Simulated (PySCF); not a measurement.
Species: C7H9BO2.
Numbering: `[OH:1][B:2]([OH:3])[C:4]1=[CH:5][CH:6]=[CH:7][C:8]12[CH2:9][CH2:10]2` (hydrogens: H11 on O1; H12 on O3; H13 on C5; H14 on C6; H15 on C7; H16, H17 on C9; H18, H19 on C10)

Method: PBE0-D3(BJ)/def2-SVP geometry optimisation, gas phase in PySCF 2.14.0; density fitting, grid level 1; the optimiser is geomeTRIC in internal coordinates, started from a GFN2-xTB structure with every atom displaced at random (about 0.01 Å).

Step 1: E = -12155.4738 eV
```
atom  x, y, z in Å  |  force x, y, z in eV/Å
O1      2.9184   -0.7742   -0.8402    0.331   0.097  -0.028
B2      1.6553   -0.9407   -0.3632   -0.430  -0.113  -0.055
O3      1.2217   -2.2231   -0.1714   -0.067   0.052   0.068
C4      0.6750    0.2320   -0.0916    0.110   0.163  -0.028
C5      0.9901    1.5660   -0.0982    0.161  -0.107   0.005
C6     -0.1799    2.3703    0.1754   -0.119   0.136   0.036
C7     -1.2410    1.5405    0.3473    0.030   0.035  -0.022
C8     -0.7784    0.1555    0.1924    0.019  -0.002   0.060
C9     -1.6850   -0.9025   -0.4371   -0.025  -0.035  -0.100
C10    -1.4100   -0.9778    1.0063    0.021  -0.022   0.030
H11     3.1386    0.1480   -1.0003   -0.004  -0.026  -0.002
H12     1.9049   -2.8567   -0.4082    0.083  -0.088  -0.021
H13     1.9868    1.9919   -0.2724   -0.105  -0.062   0.022
H14    -0.1941    3.4611    0.2343   -0.011  -0.055  -0.016
H15    -2.2730    1.8250    0.5563   -0.014  -0.005   0.019
H16    -1.1865   -1.6204   -1.0912    0.015  -0.006   0.021
H17    -2.6609   -0.5546   -0.7843   -0.006   0.002   0.021
H18    -2.1894   -0.6835    1.7138    0.019   0.002  -0.006
H19    -0.7201   -1.7511    1.3510   -0.009   0.034  -0.004
```

Step 2: E = -12155.4791 eV
```
atom  x, y, z in Å  |  force x, y, z in eV/Å
O1      2.9246   -0.7878   -0.8223    0.034  -0.037  -0.004
B2      1.6390   -0.9460   -0.3845   -0.045   0.025   0.085
O3      1.1916   -2.2229   -0.1826    0.052   0.024  -0.057
C4      0.6769    0.2411   -0.1081   -0.056   0.107   0.003
C5      0.9845    1.5752   -0.0995    0.130   0.006  -0.056
C6     -0.1896    2.3801    0.1749   -0.005  -0.062   0.040
C7     -1.2447    1.5434    0.3469    0.013  -0.001  -0.017
C8     -0.7737    0.1615    0.1854   -0.079  -0.044   0.001
C9     -1.6774   -0.9034   -0.4398   -0.021  -0.020  -0.028
C10    -1.3908   -0.9765    1.0023    0.000  -0.004   0.023
H11     3.1579    0.1322   -0.9732   -0.017  -0.001   0.000
H12     1.8740   -2.8681   -0.3992    0.000   0.004   0.004
H13     1.9778    2.0021   -0.2697   -0.001  -0.001  -0.007
H14    -0.2091    3.4691    0.2356    0.007  -0.007  -0.005
H15    -2.2777    1.8193    0.5649   -0.001  -0.007   0.005
H16    -1.1765   -1.6203   -1.0931    0.002   0.005   0.005
H17    -2.6592   -0.5639   -0.7787   -0.002   0.000   0.013
H18    -2.1641   -0.6873    1.7177   -0.006   0.004  -0.005
H19    -0.6911   -1.7421    1.3416   -0.004   0.006   0.000
```

Problem. Estimate the geometry and energy of step 3. (The exact step hangs on the optimiser's Hessian estimate; all steps are aligned on step 2, rigid shifts and turns removed.)

Solution. E = -12155.4798 eV, largest force 0.179 eV/Å
```
atom  x, y, z in Å  |  force x, y, z in eV/Å
O1      2.9324   -0.7812   -0.8052   -0.051   0.021   0.005
B2      1.6374   -0.9417   -0.3884    0.076  -0.064   0.063
O3      1.2022   -2.2247   -0.2031   -0.017  -0.006  -0.037
C4      0.6698    0.2414   -0.1138    0.061  -0.080  -0.039
C5      0.9917    1.5714   -0.1079   -0.172  -0.046   0.019
C6     -0.1847    2.3727    0.1732    0.010   0.082   0.011
C7     -1.2458    1.5435    0.3449    0.060  -0.005  -0.004
C8     -0.7817    0.1601    0.1832    0.000  -0.005  -0.035
C9     -1.6896   -0.9059   -0.4366    0.020  -0.002   0.008
C10    -1.3976   -0.9745    1.0053    0.011   0.008  -0.001
H11     3.1653    0.1398   -0.9493    0.004   0.011  -0.003
H12     1.8959   -2.8608   -0.4134   -0.026   0.041   0.010
H13     1.9855    1.9933   -0.2808    0.009   0.012  -0.006
H14    -0.2016    3.4610    0.2347   -0.002   0.030   0.002
H15    -2.2766    1.8243    0.5680    0.013   0.006  -0.002
H16    -1.1911   -1.6257   -1.0885    0.002   0.002  -0.003
H17    -2.6729   -0.5670   -0.7710    0.002   0.005   0.004
H18    -2.1686   -0.6816    1.7217   -0.005   0.003   0.002
H19    -0.6975   -1.7387    1.3455    0.005  -0.013   0.005
```

The energy changes by -0.0007 eV. The first-order estimate −F·Δx gives -0.0048 eV and the mean of the old and new forces, exact on a quadratic surface, -0.0008 eV. The step makes an angle of 73° with the force vector and moves no atom by more than 0.027 Å.

The cost below is that of the whole optimisation. The run took 4.6 min wall on one thread, Arm Neoverse V1 (aarch64), on a shared host, and the process peaked at 0.75 GiB of memory.
